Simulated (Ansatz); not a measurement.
C₄H₇ (SMILES [CH2]C(=C)C), doublet (typed; the unrestricted solution is spin-contaminated), at a GFN2-xTB geometry; MP2/cc-pVDZ in Ansatz (an electronic-structure program).

Here is a job for Ansatz.
Ansatz 0.2 input:
```yaml
crystal:
  periodic: [false, false, false]
  atoms:
    - {symbol: C, position_ang: [-0.19495187, 0.15685852, 1.40366555]}
    - {symbol: C, position_ang: [-0.00119422, 0.08240982, 0.04378401]}
    - {symbol: H, position_ang: [-0.29377985, 1.10630927, 1.89854694]}
    - {symbol: H, position_ang: [-0.25392347, -0.72596582, 2.01373916]}
    - {symbol: C, position_ang: [0.07590634, 1.21165371, -0.74090455]}
    - {symbol: H, position_ang: [0.22795896, 1.14765059, -1.80292646]}
    - {symbol: H, position_ang: [-0.01487156, 2.19324052, -0.31204544]}
    - {symbol: C, position_ang: [0.11066686, -1.26726994, -0.61376699]}
    - {symbol: H, position_ang: [0.38726064, -2.03093733, 0.10821526]}
    - {symbol: H, position_ang: [-0.84735425, -1.54391310, -1.05326649]}
    - {symbol: H, position_ang: [0.85214687, -1.24829667, -1.40893108]}
basis:
  gaussian:
    orbitals: cc-pVDZ
magnetization: {spin_polarized: true, initial_magnetization: 1}
correlation: {method: mp2}
```

Output, abridged:

```
Functional definition: HF
826 factors; integrals over basis functions are off by at most 1.2e-3 eV
mean field evaluation 1: about -4228.7586 eV, gradient 2.0e1 eV
mean field evaluation 2: about -4228.9405 eV, gradient 1.9e1 eV
mean field evaluation 4: about -4231.6245 eV, gradient 2.9e0 eV
mean field evaluation 8: about -4231.8222 eV, gradient 2.3e-1 eV
mean field -4231.82314342 eV, -155.5166320878 hartree, gradient 1.6e-6 eV, S^2 0.947448; 0 other end points of the search recorded, 0 dependent functions left out
4 core orbitals not correlated
reference -4231.82314342 eV, -155.5166320878 hartree; 12, 11 occupied and 75, 76 virtual orbitals, 826 factors
second order -13.97407208 eV of doubles, -0.00000000 eV of singles
Total energy: -4245.79721549 eV, -156.0301697647 hartree
```
